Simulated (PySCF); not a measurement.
H₆ClSbSi₂ (SMILES [SiH3][Sb]([SiH3])[Cl]), singlet, at a GFN2-xTB geometry (all electrons, no relativity); CASSCF(4,3)/STO-3G run with PySCF.

Here is a job for PySCF.
```python
from pyscf import gto, scf, mcscf
import numpy

mol = gto.M(
    atom='''
Sb    0.028625    0.047593    0.683655
Cl   -0.591912   -2.024106   -0.323344
Si    2.060040    0.380997   -0.856376
H     3.102081   -0.576965   -0.499954
H     2.581641    1.723833   -0.605969
H     1.788575    0.260513   -2.285978
Si   -1.572128    1.430535   -0.777360
H    -2.949152    1.171577   -0.368313
H    -1.464338    1.200462   -2.215213
H    -1.286941    2.841683   -0.521810
''',
    basis='sto-3g',
    charge=0,
    spin=0,
    verbose=4,
)

mf = scf.RHF(mol)
mf.kernel()
mc = mcscf.CASSCF(mf, 3, 4)
mc.fix_spin_(ss=0.0)
mc.kernel()
occ = numpy.linalg.eigvalsh(mc.fcisolver.make_rdm1(mc.ci, mc.ncas, mc.nelecas))[::-1]
ss = mc.fcisolver.spin_square(mc.ci, mc.ncas, mc.nelecas)[0]
print('natural occupations', occ.round(4), ' <S^2>', round(ss, 4))
```

Output, abridged:

```
PySCF version 2.14.0

[INPUT] verbose = 4
[INPUT] num. atoms = 10
[INPUT] num. electrons = 102
[INPUT] charge = 0
[INPUT] spin (= nelec alpha-beta = 2S) = 0
[INPUT] symmetry False subgroup None
[INPUT] Mole.unit = angstrom
[INPUT] Symbol           X                Y                Z      unit          X                Y                Z       unit  Magmom
[...]
nuclear repulsion = 687.210885805304
number of shells = 32
number of NR pGTOs = 180
number of NR cGTOs = 60
basis = sto-3g
ecp = {}

******** <class 'pyscf.scf.hf.RHF'> ********
method = RHF
initial guess = minao
damping factor = 0
level_shift factor = 0
DIIS = <class 'pyscf.scf.diis.CDIIS'>
diis_start_cycle = 1
diis_space = 8
diis_damp = 0
SCF conv_tol = 1e-09
SCF conv_tol_grad = None
SCF max_cycles = 50
direct_scf = True
direct_scf_tol = 1e-13
Set gradient conv threshold to 3.16228e-05
Initial guess from minao.
init E= -7261.13908374643
[...]
cycle= 1 E= -7280.6536216155  delta_E= -19.5  |g|= 0.37  |ddm|= 3.51
[...]
cycle= 2 E= -7280.74270544783  delta_E= -0.0891  |g|= 0.067  |ddm|= 1.05
[...]
cycle= 3 E= -7280.74542520055  delta_E= -0.00272  |g|= 0.0145  |ddm|= 0.171
[...]
cycle= 4 E= -7280.74561799883  delta_E= -0.000193  |g|= 0.00269  |ddm|= 0.0522
[...]
cycle= 5 E= -7280.74562646505  delta_E= -8.47e-06  |g|= 0.00061  |ddm|= 0.0124
[...]
cycle= 6 E= -7280.74562706587  delta_E= -6.01e-07  |g|= 0.000128  |ddm|= 0.0038
[...]
cycle= 7 E= -7280.74562709556  delta_E= -2.97e-08  |g|= 2.87e-05  |ddm|= 0.000877
[...]
cycle= 8 E= -7280.74562709697  delta_E= -1.41e-09  |g|= 4.53e-06  |ddm|= 0.000198
[...]
cycle= 9 E= -7280.74562709696  delta_E= 7.28e-12  |g|= 8.82e-07  |ddm|= 2.55e-05
[...]
Extra cycle  E= -7280.74562709695  delta_E= 1.09e-11  |g|= 3.89e-07  |ddm|= 2.96e-06
converged SCF energy = -7280.74562709695

******** <class 'pyscf.mcscf.mc1step.CASSCF'> ********
CAS (2e+2e, 3o), ncore = 49, nvir = 8
max_cycle_macro = 50
max_cycle_micro = 4
conv_tol = 1e-07
conv_tol_grad = None
orbital rotation max_stepsize = 0.02
orbital rotation threshold for CI restart = 0.01
augmented hessian ah_max_cycle = 30
augmented hessian ah_conv_tol = 1e-12
augmented hessian ah_linear dependence = 1e-14
augmented hessian ah_level shift = 1e-08
augmented hessian ah_start_tol = 2.5
augmented hessian ah_start_cycle = 3
augmented hessian ah_grad_trust_region = 3
kf_trust_region = 3
kf_interval = 4
ci_response_space = 4
ci_grad_trust_region = 3
with_dep4 0
natorb = False
canonicalization = True
sorting_mo_energy = False
ao2mo_level = 2
internal_rotation = False
******** <class 'pyscf.fci.addons.SpinPenaltyFCISolver'> ********
max. cycles = 50
conv_tol = 1e-08
davidson only = True
linear dependence = 1e-12
level shift = 0.001
max iter space = 12
nroots = 1
pspace_size = 400
spin = None
CASCI E = -7280.74788079770  S^2 = 0.0000000
Set conv_tol_grad to 0.000316228
macro iter   1 ( 21 JK    4 micro), CASSCF E = -7280.74984638811  dE = -1.96559041e-03  S^2 = 0.0000000
               |grad[o]|=0.00373  |grad[c]|=0.027  |ddm|=0.0746  |maxRot[o]|=0.249
macro iter   2 ( 21 JK    4 micro), CASSCF E = -7280.75355136405  dE = -3.70497594e-03  S^2 = 0.0000000
               |grad[o]|=0.00698  |grad[c]|=0.016  |ddm|=0.0885  |maxRot[o]|=0.293
macro iter   3 ( 21 JK    4 micro), CASSCF E = -7280.75510073824  dE = -1.54937419e-03  S^2 = 0.0000000
               |grad[o]|=0.00861  |grad[c]|=0.00887  |ddm|=0.0244  |maxRot[o]|=0.289
macro iter   4 ( 21 JK    4 micro), CASSCF E = -7280.75611074669  dE = -1.01000845e-03  S^2 = 0.0000000
               |grad[o]|=0.00664  |grad[c]|=0.013  |ddm|=0.00165  |maxRot[o]|=0.108
macro iter   5 ( 21 JK    4 micro), CASSCF E = -7280.75630924607  dE = -1.98499381e-04  S^2 = 0.0000000
               |grad[o]|=0.00336  |grad[c]|=0.00531  |ddm|=0.001  |maxRot[o]|=0.108
macro iter   6 ( 17 JK    4 micro), CASSCF E = -7280.75641782970  dE = -1.08583627e-04  S^2 = 0.0000000
               |grad[o]|=0.00232  |grad[c]|=0.0011  |ddm|=0.00223  |maxRot[o]|=0.0825
[...]
macro iter  32 ( 21 JK    4 micro), CASSCF E = -7280.75746320328  dE = -8.28478460e-06  S^2 = 0.0000000
               |grad[o]|=0.00107  |grad[c]|=0.00134  |ddm|=0.000543  |maxRot[o]|=0.00822
macro iter  33 ( 21 JK    4 micro), CASSCF E = -7280.75745542168  dE =  7.78159847e-06  S^2 = 0.0000000
               |grad[o]|=0.00107  |grad[c]|=0.00196  |ddm|=0.000749  |maxRot[o]|=0.00524
macro iter  34 ( 16 JK    3 micro), CASSCF E = -7280.75750064248  dE = -4.52208060e-05  S^2 = 0.0000000
               |grad[o]|=0.00107  |grad[c]|=0.000416  |ddm|=0.000294  |maxRot[o]|=0.0161
macro iter  35 ( 21 JK    4 micro), CASSCF E = -7280.75750865604  dE = -8.01355964e-06  S^2 = 0.0000000
               |grad[o]|=0.00107  |grad[c]|=0.00129  |ddm|=0.00054  |maxRot[o]|=0.00759
macro iter  36 ( 21 JK    4 micro), CASSCF E = -7280.75750142669  dE =  7.22935056e-06  S^2 = 0.0000000
               |grad[o]|=0.00107  |grad[c]|=0.00189  |ddm|=0.000746  |maxRot[o]|=0.00476
macro iter  37 ( 16 JK    3 micro), CASSCF E = -7280.75754641340  dE = -4.49867084e-05  S^2 = 0.0000000
               |grad[o]|=0.00108  |grad[c]|=0.000407  |ddm|=0.00029  |maxRot[o]|=0.0161
macro iter  38 ( 21 JK    4 micro), CASSCF E = -7280.75755409326  dE = -7.67985784e-06  S^2 = 0.0000000
               |grad[o]|=0.00108  |grad[c]|=0.00124  |ddm|=0.000534  |maxRot[o]|=0.00693
macro iter  39 ( 21 JK    4 micro), CASSCF E = -7280.75754739283  dE =  6.70042846e-06  S^2 = 0.0000000
               |grad[o]|=0.00108  |grad[c]|=0.00181  |ddm|=0.000739  |maxRot[o]|=0.00426
macro iter  40 ( 16 JK    3 micro), CASSCF E = -7280.75759200515  dE = -4.46123186e-05  S^2 = 0.0000000
               |grad[o]|=0.00108  |grad[c]|=0.000396  |ddm|=0.000284  |maxRot[o]|=0.0161
macro iter  41 ( 21 JK    4 micro), CASSCF E = -7280.75759924445  dE = -7.23929861e-06  S^2 = 0.0000000
               |grad[o]|=0.00107  |grad[c]|=0.00118  |ddm|=0.000524  |maxRot[o]|=0.00627
macro iter  42 ( 21 JK    4 micro), CASSCF E = -7280.75759304250  dE =  6.20194987e-06  S^2 = 0.0000000
               |grad[o]|=0.00107  |grad[c]|=0.00174  |ddm|=0.000729  |maxRot[o]|=0.00375
macro iter  43 ( 16 JK    3 micro), CASSCF E = -7280.75763712548  dE = -4.40829835e-05  S^2 = 0.0000000
               |grad[o]|=0.00108  |grad[c]|=0.000384  |ddm|=0.000277  |maxRot[o]|=0.0161
macro iter  44 ( 21 JK    4 micro), CASSCF E = -7280.75764382199  dE = -6.69650399e-06  S^2 = 0.0000000
               |grad[o]|=0.00107  |grad[c]|=0.00113  |ddm|=0.000511  |maxRot[o]|=0.00561
macro iter  45 ( 21 JK    4 micro), CASSCF E = -7280.75763809714  dE =  5.72484169e-06  S^2 = 0.0000000
               |grad[o]|=0.00107  |grad[c]|=0.00166  |ddm|=0.000717  |maxRot[o]|=0.00354
macro iter  46 ( 16 JK    3 micro), CASSCF E = -7280.75768150109  dE = -4.34039475e-05  S^2 = 0.0000000
               |grad[o]|=0.00107  |grad[c]|=0.000371  |ddm|=0.000269  |maxRot[o]|=0.0161
macro iter  47 ( 21 JK    4 micro), CASSCF E = -7280.75768754642  dE = -6.04533034e-06  S^2 = 0.0000000
               |grad[o]|=0.00106  |grad[c]|=0.00108  |ddm|=0.000497  |maxRot[o]|=0.00497
macro iter  48 ( 21 JK    4 micro), CASSCF E = -7280.75768228400  dE =  5.26242002e-06  S^2 = 0.0000000
               |grad[o]|=0.00105  |grad[c]|=0.0016  |ddm|=0.000703  |maxRot[o]|=0.00342
macro iter  49 ( 16 JK    3 micro), CASSCF E = -7280.75772489079  dE = -4.26067900e-05  S^2 = 0.0000000
               |grad[o]|=0.00106  |grad[c]|=0.000357  |ddm|=0.00026  |maxRot[o]|=0.0161
macro iter  50 ( 21 JK    4 micro), CASSCF E = -7280.75773035241  dE = -5.46161755e-06  S^2 = 0.0000000
               |grad[o]|=0.00104  |grad[c]|=0.00103  |ddm|=0.000413  |maxRot[o]|=0.0044
1-step CASSCF not converged,  50 macro (998 JK 192 micro) steps
CASSCF canonicalization
Density matrix diagonal elements [1.99625204 1.97270623 0.03104173]
CASSCF energy = -7280.75773035241
CASCI E = -7280.75773035241  E(CI) = -3.52741375802543  S^2 = 0.0000000
natural occupations [1.9965 1.9726 0.031 ]  <S^2> 0.0
```

Convergence was not reached.
